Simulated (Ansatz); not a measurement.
Coupled-cluster diagnostics for the cluster Al9⁺, Ansatz.

Geometry of the singlet (PBE-D4/def2-SVP):

Cartesian coordinates in Å:
```
Al 0.924 2.336 1.574
Al -2.782 0.676 -0.207
Al -0.130 -2.710 -0.569
Al -0.428 -0.004 0.965
Al 0.724 -0.162 -1.249
Al 2.388 0.468 0.799
Al -1.787 -1.141 -1.612
Al -1.051 2.514 -0.015
Al 2.143 -1.978 0.314
```

Correlated methods freeze 45 core orbitals. The structure comes from a short search, and lower isomers may exist.

Estimate the CCSD(T) correlation energy, the shares of MP2 and (T), T1 and the reference's ⟨S²⟩ for: charge 1, singlet, own geometry in def2-SVP; and the rough time on 4 threads of Arm Neoverse V2 on a shared host.


```json
{"state": "charge 1, singlet, own geometry", "basis": "def2-SVP", "correlation (eV)": "-18.463", "MP2 share (%)": "89.3", "(T) share (%)": "10.6", "T1": "0.041", "⟨S²⟩ (pure)": "0.00 (0.00)", "wall time": "24 s", "remarks": "large T1 (0.041), restricted SCF unstable"}
```
Customary marks for T1 are 0.02 (closed shells), 0.045 (open shells) and about 0.05 (3d metals). T1 exceeds 0.02 in 1 of 1 rows and 0.045 in 0; the higher it lies, the less the single-reference result can be trusted.
